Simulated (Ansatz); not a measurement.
Calculated with Ansatz (gas phase, PBE0-D4/def2-TZVP geometries, no zero-point term in ΔE). CBS: MP2 limit from def2 TZ/QZ plus the TZ coupled-cluster correction, frozen cores. This one scheme is used for every species. Functionals use def2-TZVPP. B3LYP here is the variant with VWN-RPA as its local correlation; programs differ in this. One conformer a species, not always the lowest.

Consider the formal exchange of groups at the Si–Al bond: `[CH3][AlH][SiH2]Cl` + `C#CCCl` → `ClC[SiH2]Cl` + `C#[C][AlH][CH3]`.

```tsv
level	ΔE (kcal/mol)	difference from CCSD(T)/CBS
revPBE-D4	-17.4	5.3
BLYP-D4	-20.0	2.7
B97M-V	-21.8	0.9
BHLYP-D4	-22.0	0.7
B2PLYP	-22.3	0.4
PBE	-16.7	6.0
revPBE	-16.9	5.8
BLYP	-19.6	3.1
PBE0	-17.9	4.8
B3LYP	-20.4	2.3
CAM-B3LYP	-21.4	1.3
LC-ωPBE	-19.6	3.1
HF/def2-SVP	-21.9	0.8
CCSD/def2-SVP	-19.7	3.0
CCSD(T)/def2-SVP	-19.7	3.0
MP2/def2-QZVPP	-24.5	-1.8
CCSD(T)/CBS	-22.7	0
```

Largest T1 diagnostic among the species: 0.012.

From PBE to PBE0 (25 % exact exchange), in def2-TZVPP and without D4, ΔE moves by −1.3 kcal/mol. At CCSD(T), def2-SVP lies +3.0 kcal/mol from the extrapolated value and def2-TZVPP +0.3 kcal/mol.
